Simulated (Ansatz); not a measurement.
A nudged elastic band was laid between two geometries of CH$_{4}$ClFN$_{2}$Sn (10 atoms, charge 0, multiplicity 1).

Computed with RKS PBE0-D4/def2-SVP in Ansatz 0.2.0.

```yaml
movable_images: 5
climbing_image: yes
spring: 5.0 eV/Å²
optimiser: quadratic models (default)
start_path: through a guess of the saddle point
force_threshold: 0.05 eV/Å
iteration_limit: 60
end_points: relaxed
```

First end point:

```xyz
10
Properties=species:S:1:pos:R:3
F -0.684 -2.431 1.483
Sn 0.237 -1.301 0.217
Cl 1.740 -2.794 -0.746
N -0.801 0.044 -0.901
C -0.220 1.182 -0.176
N 0.681 0.589 0.821
H -1.811 0.047 -1.015
H -1.010 1.783 0.315
H 0.333 1.851 -0.864
H 1.619 0.978 0.869
```

Last end point:

```xyz
10
Properties=species:S:1:pos:R:3
F -1.615 -2.240 -0.059
Sn 0.082 -2.084 0.969
Cl 1.586 -2.467 -0.909
N -0.206 0.086 -0.231
C -0.233 1.344 0.396
N 0.701 2.188 0.478
H -1.106 -0.262 -0.575
H -1.189 1.546 0.903
H 0.524 -0.047 -0.936
H 1.539 1.886 -0.032
```

(1) Which bonds break or form, and what moves?

(2) Give the energies along the band, and the barrier.

(3) What is the geometry of the highest image?

The band took 42 iterations and of the order of 21 core-minutes.

## Answers

(1) Bonds broken: Sn2–N6, C5–H9. Bonds formed: N4–H9.

(2) The run converged. The highest image is number 2 of 0 to 6, 158.9 kJ/mol above the first end and 339.6 kJ/mol above the last; the last end lies 180.6 kJ/mol below the first. Neighbouring images differ by up to 1.9 eV, so the band resolves the path poorly. A vibrational analysis at the climbing image gives one clearly imaginary mode, 1002i cm⁻¹: a first-order saddle point. The orbitals stay closed-shell, which can raise the energy where a bond breaks towards radicals; this wasn't checked here.

| image | path coordinate (Å) | energy (kJ/mol) | Sn2–N6 (Å) | C5–H9 (Å) | N4–H9 (Å) |
| --- | --- | --- | --- | --- | --- |
| 0 | 0.00 | 0.0 | 2.03 | 1.11 | 2.13 |
| 1 | 1.01 | 22.2 | 2.09 | 1.11 | 2.15 |
| 2 | 2.02 | 158.9 | 2.63 | 1.20 | 2.22 |
| 3 | 3.30 | 15.1 | 2.97 | 1.57 | 1.08 |
| 4 | 4.59 | -165.6 | 3.41 | 2.02 | 1.02 |
| 5 | 5.88 | -179.4 | 4.06 | 2.06 | 1.02 |
| 6 | 7.17 | -180.6 | 4.34 | 2.07 | 1.02 |

(3) 
```xyz
10
Properties=species:S:1:pos:R:3
F -1.102 -2.938 0.781
Sn 0.102 -1.402 0.841
Cl 1.956 -2.200 -0.454
N -0.806 0.012 -0.563
C -0.296 1.157 -0.048
N 0.950 1.073 0.587
H -1.777 0.048 -0.871
H -0.972 1.914 0.390
H 0.470 1.828 -0.683
H 1.557 0.458 0.023
```

The run took 11 min on 2 threads of Intel(R) Xeon(R) Platinum 8488C (Sapphire Rapids), on a shared host, peak memory 0.35 GiB.
